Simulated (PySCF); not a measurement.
An unknown is described by computed data only.

Formula: C5H7FO2Si.

- 13C NMR: chemical shifts (computed TMS as zero) by class: 213.8 (1 C), 91.3 (1 C), 89.0 (1 C), 85.7 (1 C), 54.3 (1 C) ppm [GIAO PBE0/pcSseg-1]
- Dipole: 3.85 D [PBE0/pcSseg-1]
- 1H NMR: chemical shifts (computed TMS as zero) by class: 10.22 (1 H), 5.64 (1 H), 5.00 (1 H), 4.89 (1 H), 3.88 (1 H), 2.88 (1 H), 2.68 (1 H) ppm [GIAO PBE0/pcSseg-1]
- Rotational structure: rotational constants A, B, C: 1.851, 1.197, 0.869 GHz [GFN2-xTB]
- NMR, other nuclei: isotropic shieldings of nuclei other than C and H, by class: -348 (1 O), 318 (1 O), 379 (1 F), 374 (1 Si) ppm [GIAO PBE0/pcSseg-1]

Electronic properties: PySCF, gas phase, density fitting. Levels stand in brackets. Isolated species at its GFN2-xTB geometry (one conformer only). Each NMR value is the plain mean over a class of atoms that symmetry, rotation or inversion makes alike.

Question: Give a SMILES that accounts for the data.

Answer: Numbering: `[CH:1]#[C:2][C@:3]([F:4])([CH2:5][CH:6]=[O:7])[SiH2:8][OH:9]`. Its formula, C5H7FO2Si, gives 3 degrees of unsaturation: 0 rings and 3 π bonds in the structure found. 5 carbons fall into 5 classes; from least to most shielded: aldehyde carbon [C6] (213.8 ppm), terminal alkyne carbon [C1] (91.3 ppm), sp3 C–F carbon [C3] (89.0 ppm), alkyne carbon [C2] (85.7 ppm), sp3 carbon next to a carbonyl [C5] (54.3 ppm). Hydrogen classes from least to most shielded: 1 H on an aldehyde carbon, C6 (10.22 ppm), 1 H on a silanol oxygen, O9 (5.64 ppm), 1 H on an oxygen-bound silicon, Si8 (5.00 ppm), 1 H on an oxygen-bound silicon, Si8 (4.89 ppm), 1 H on an sp3 carbon next to a carbonyl, C5 (3.88 ppm), 1 H on an sp3 carbon next to a carbonyl, C5 (2.88 ppm), 1 H on a terminal alkyne carbon, C1 (2.68 ppm). The other shieldings belong to: -348 ppm, aldehyde oxygen [O7]; 318 ppm, silanol oxygen [O9]; 379 ppm, alkyl fluorine [F4]; 374 ppm, oxygen-bound silicon [Si8]. The optimised geometry has point group C1 and is an asymmetric top. Structure: `C#C[C@](F)(CC=O)[SiH2]O`. Computed isomers that give other values at the same levels: `COC1=C[Si@@H](O)C=C1F` (13C chemical shifts (computed TMS as zero) by class: 177.2 (1 C), 173.3 (1 C), 103.8 (1 C), 91.0 (1 C), 56.8 (1 C) ppm); `O=C1OCC=C1C[SiH2]F` (13C chemical shifts (computed TMS as zero) by class: 178.2 (1 C), 150.3 (1 C), 138.3 (1 C), 73.4 (1 C), 19.7 (1 C) ppm); `O=C1CC([SiH2]F)=CCO1` (13C chemical shifts (computed TMS as zero) by class: 172.3 (1 C), 148.4 (1 C), 147.3 (1 C), 68.8 (1 C), 39.4 (1 C) ppm). The assignments are read from this structure; whether some other isomer fits the data as well wasn't checked. The mirror image fits equally.

The values belong to the conformer `[CH:1]#[C:2][C@:3]([F:4])([CH2:5][CH:6]=[O:7])[SiH2:8][OH:9]`: C2–C3–C5–C6 158°, C3–C5–C6–O7 66°, C2–C3–Si8–O9 174°, H–O9–Si8–C3 -15°.
